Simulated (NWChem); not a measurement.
System: SiHSCl3; SMILES Cl[Si](Cl)(Cl)S

Excerpt of the output:

```
             Northwest Computational Chemistry Package (NWChem) 7.3.0
             --------------------------------------------------------

                             Geometry "geometry" -> ""
                             -------------------------

 Output coordinates in angstroms (scale by  1.889725989 to convert to a.u.)

  No.       Tag          Charge          X              Y              Z
 ---- ---------------- ---------- -------------- -------------- --------------
    1 S                   16.0000     0.98270100     1.87619200    -0.05135700
    2 Si                  14.0000     0.00377700     0.00242900     0.00043300
    3 Cl                  17.0000     0.54342600    -1.10824500     1.63399100
    4 Cl                  17.0000    -1.99472900     0.40937500     0.08082000
    5 Cl                  17.0000     0.40514400    -1.12900900    -1.65849200
    6 H                    1.0000     2.21803700     1.32597700    -0.09008400

 Effective nuclear repulsion energy (a.u.)     521.8446749418

                              NWChem Property Module
                              ----------------------

                                 NWChem DFT Module
                                 -----------------

 Summary of "ao basis" -> "ao basis" (spherical)
 ------------------------------------------------------------------------------
       Tag                 Description            Shells   Functions and Types
 ---------------- ------------------------------  ------  ---------------------
 S                         def2-svpd                11       27   5s4p2d
 Si                        def2-svpd                10       24   5s3p2d
 Cl                        def2-svpd                11       27   5s4p2d
 H                         def2-svpd                 4        8   2s2p

            General Information
            -------------------
          SCF calculation type: DFT
          Wavefunction type:  closed shell.
          No. of atoms     :     6
          No. of electrons :    82
           Alpha electrons :    41
            Beta electrons :    41
          Charge           :     0
          Spin multiplicity:     1
          Use of symmetry is: off; symmetry adaption is: off
          Maximum number of iterations: 150
          AO basis - number of functions:   140
                     number of shells:    58
          Convergence on energy requested:  1.00D-06
          Convergence on density requested:  1.00D-05
          Convergence on gradient requested:  5.00D-04

              XC Information
              --------------
                         B3LYP Method XC Potential
                     Hartree-Fock (Exact) Exchange  0.200
                        Slater Exchange Functional  0.800 local
                    Becke 1988 Exchange Functional  0.720 non-local
              Lee-Yang-Parr Correlation Functional  0.810
                  VWN I RPA Correlation Functional  0.190 local

             Grid Information
             ----------------
          Grid used for XC integration:  medium
          Radial quadrature: Mura-Knowles
          Angular quadrature: Lebedev.
          Tag              B.-S. Rad. Rad. Pts. Rad. Cut. Ang. Pts.
          ---              ---------- --------- --------- ---------
          S                   1.00       88          13.0       590
          Si                  1.10       88          11.0       590
          Cl                  1.00       88          13.0       590
          H                   0.35       45          13.0       434
          Grid pruning is: on
          Number of quadrature shells:   485
          Spatial weights used:  Erf1

      Superposition of Atomic Density Guess
      -------------------------------------

 Sum of atomic energies:       -2064.57862583

      Non-variational initial energy
      ------------------------------

 Total energy =   -2065.941128
 1-e energy   =   -3895.872888
 2-e energy   =    1308.087086
 HOMO         =      -0.333620
 LUMO         =       0.018698

   convergence    iter        energy       DeltaE   RMS-Dens  Diis-err
 ---------------- ----- ----------------- --------- --------- ---------
 d= 0,ls=0.0,diis     1  -2068.4187791539 -2.59D+03  1.79D-02  8.76D-01
 d= 0,ls=0.0,diis     2  -2068.3467347268  7.20D-02  1.00D-02  1.16D+00
 d= 0,ls=0.0,diis     3  -2068.5091985434 -1.62D-01  1.77D-03  5.63D-02
 d= 0,ls=0.0,diis     4  -2068.5173685356 -8.17D-03  3.44D-04  1.64D-03
 d= 0,ls=0.0,diis     5  -2068.5176499494 -2.81D-04  8.02D-05  7.01D-05
  Resetting Diis
 d= 0,ls=0.0,diis     6  -2068.5176608644 -1.09D-05  2.21D-05  6.53D-06
 d= 0,ls=0.0,diis     7  -2068.5176618073 -9.43D-07  9.14D-06  3.02D-07

         Total DFT energy =    -2068.517661807306
      One electron energy =    -3896.864114511926
           Coulomb energy =     1438.341359399989
    Exchange-Corr. energy =     -131.839581637149
 Nuclear repulsion energy =      521.844674941779

 Numeric. integr. density =       82.000002803775

                       DFT Final Molecular Orbital Analysis
                       ------------------------------------

 Vector   39  Occ=2.000000D+00  E=-3.467885D-01
              MO Center=  4.8D-01, -9.5D-03, -1.4D-02, r^2= 5.4D+00
   Bfn.  Coefficient  Atom+Function         Bfn.  Coefficient  Atom+Function
  ----- ------------  ---------------      ----- ------------  ---------------
    13      0.305049  1 S  py                10      0.260910  1 S  py
    63      0.257159  3 Cl px               117      0.255316  5 Cl px
    64      0.233230  3 Cl py               118      0.231963  5 Cl py
    60      0.201247  3 Cl px               114      0.199915  5 Cl px
    61      0.184379  3 Cl py               115      0.183474  5 Cl py

 Vector   40  Occ=2.000000D+00  E=-3.378067D-01
              MO Center= -2.0D-01, -6.8D-01,  9.6D-03, r^2= 4.8D+00
   Bfn.  Coefficient  Atom+Function         Bfn.  Coefficient  Atom+Function
  ----- ------------  ---------------      ----- ------------  ---------------
    92      0.337208  4 Cl pz               117     -0.270645  5 Cl px
    89      0.266559  4 Cl pz                63      0.250863  3 Cl px
    65     -0.227998  3 Cl pz               114     -0.214068  5 Cl px
   119     -0.208529  5 Cl pz                60      0.198394  3 Cl px
    62     -0.180579  3 Cl pz                64     -0.181109  3 Cl py

 Vector   41  Occ=2.000000D+00  E=-2.954584D-01
              MO Center=  8.8D-01,  1.4D+00, -4.5D-02, r^2= 2.9D+00
   Bfn.  Coefficient  Atom+Function         Bfn.  Coefficient  Atom+Function
  ----- ------------  ---------------      ----- ------------  ---------------
    14      0.565929  1 S  pz                11      0.436086  1 S  pz
     8      0.243807  1 S  pz                64     -0.160734  3 Cl py
   118      0.161014  5 Cl py                61     -0.124669  3 Cl py
   115      0.124891  5 Cl py                17      0.093634  1 S  pz
    92     -0.078167  4 Cl pz                58     -0.070662  3 Cl py

 Vector   42  Occ=0.000000D+00  E=-4.588631D-02
              MO Center=  2.8D-01,  1.5D-01, -1.1D-02, r^2= 7.1D+00
   Bfn.  Coefficient  Atom+Function         Bfn.  Coefficient  Atom+Function
  ----- ------------  ---------------      ----- ------------  ---------------
    32      1.669622  2 Si s                 30      0.806041  2 Si s
    29      0.384038  2 Si s                 31      0.347565  2 Si s
    13      0.283273  1 S  py                16      0.284615  1 S  py
    83     -0.275746  4 Cl s                 56     -0.271193  3 Cl s
   110     -0.271184  5 Cl s                119     -0.263728  5 Cl pz

 Vector   43  Occ=0.000000D+00  E=-2.322157D-02
              MO Center=  1.1D+00,  1.1D+00, -4.8D-02, r^2= 6.8D+00
   Bfn.  Coefficient  Atom+Function         Bfn.  Coefficient  Atom+Function
  ----- ------------  ---------------      ----- ------------  ---------------
    32      3.106535  2 Si s                 31     -0.881865  2 Si s
    56     -0.517296  3 Cl s                110     -0.517291  5 Cl s
    83     -0.434193  4 Cl s                 93     -0.353300  4 Cl px
    39     -0.334995  2 Si px               133      0.266056  6 H  s
    82     -0.257423  4 Cl s                  3     -0.250380  1 S  s

 Vector   44  Occ=0.000000D+00  E=-3.666917D-03
              MO Center=  3.0D-01,  2.7D-01, -1.2D-02, r^2= 7.1D+00
   Bfn.  Coefficient  Atom+Function         Bfn.  Coefficient  Atom+Function
  ----- ------------  ---------------      ----- ------------  ---------------
    32      1.437303  2 Si s                 31     -0.627516  2 Si s
    39      0.535161  2 Si px                36      0.344036  2 Si px
    93      0.314231  4 Cl px                90      0.261928  4 Cl px
   134     -0.260997  6 H  s                 82      0.227636  4 Cl s
    56     -0.219437  3 Cl s                110     -0.218978  5 Cl s

     Multipole analysis of the density
     ---------------------------------

     L   x y z        total         alpha         beta         nuclear
     -   - - -        -----         -----         ----         -------
     0   0 0 0     -0.000000    -41.000000    -41.000000     82.000000

[...]

 DFT Linear Response polarizability / au
 Frequency  =       0.0773000 / au
 Wavelength =     589.4353558 / nm
              X              Y              Z
 -----------------------------------------------
 X      88.4526252      2.4493305     -0.0840044
 Y       2.4493680     91.4953816     -0.1178327
 Z      -0.0840038     -0.1178317     86.3519798
 -----------------------------------------------
 Eigenvalues =      87.0909866     92.8605489     86.3484510
 Isotropic   =      88.7666622
 Anisotropic =       6.1744079
 -----------------------------------------------

 Magnetic Dipole Response Matrix (nonzero elements):
```

Level: B3LYP/def2-SVPD. Structure relaxed at the PBE0/def2-SVP level.

Problem. Which NWChem input produces such a log?

Solution. One answer among several that fit: the input that was run:
```
start job
memory heap 200 mb stack 900 mb global 1100 mb
geometry units angstroms noautosym nocenter noautoz
  S      0.982701     1.876192    -0.051357
  Si     0.003777     0.002429     0.000433
  Cl     0.543426    -1.108245     1.633991
  Cl    -1.994729     0.409375     0.080820
  Cl     0.405144    -1.129009    -1.658492
  H      2.218037     1.325977    -0.090084
end
basis spherical
  S library def2-svpd
  Si library def2-svpd
  Cl library def2-svpd
  H library def2-svpd
end
dft
  xc b3lyp
  iterations 150
end
property
  response 1 0.0773
end
task dft property
```
